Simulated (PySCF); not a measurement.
r2SCANh on Te (tellurium, neutral), [Kr] 4d10 5s1 5p4 5d1, one real determinant (an excited configuration). Calculation: PySCF 2.14, in aug-cc-pVDZ-PP with ECP28MDF (5s4p3d, 32 functions); a scalar-relativistic core potential.

```
cycle= 1 E= -267.459023515108  delta_E= -0.0044  |g|= 0.00809  |ddm|= 0.364
cycle= 2 E= -267.459104708604  delta_E= -8.12e-05  |g|= 0.00292  |ddm|= 0.0567
cycle= 3 E= -267.459112310835  delta_E= -7.6e-06  |g|= 0.00112  |ddm|= 0.0173
cycle= 4 E= -267.459113299352  delta_E= -9.89e-07  |g|= 0.00019  |ddm|= 0.0045
cycle= 5 E= -267.459113400613  delta_E= -1.01e-07  |g|= 1.92e-05  |ddm|= 0.00179
cycle= 6 E= -267.459113401709  delta_E= -1.1e-09  |g|= 2.12e-06  |ddm|= 0.000149
cycle= 7 E= -267.459113401718  delta_E= -8.47e-12  |g|= 1.04e-07  |ddm|= 2.33e-05
converged SCF energy = -267.459113401718  <S^2> = 6.0071379  2S+1 = 5.0028543
```

Highest occupied orbital energy: 0.546 eV; ⟨L²⟩ = 8.00; populations by l: s 3.00, p 10.00, d 11.00.

Task: Can this result be used?

Result: Not for this state. The calculation finished and met its thresholds. ⟨L²⟩ = 8.00 against 12 for a pure F term, so this real determinant mixes terms. Energies and moments cover only the electrons outside the core potential. The outer electron is Rydberg-like, and this basis confines it to a smaller radius and binds it less than a complete one would. At r2SCANh the highest occupied level has a positive energy, so only the finite basis holds that electron; for this excited configuration the basis is too tight for the outer shell.
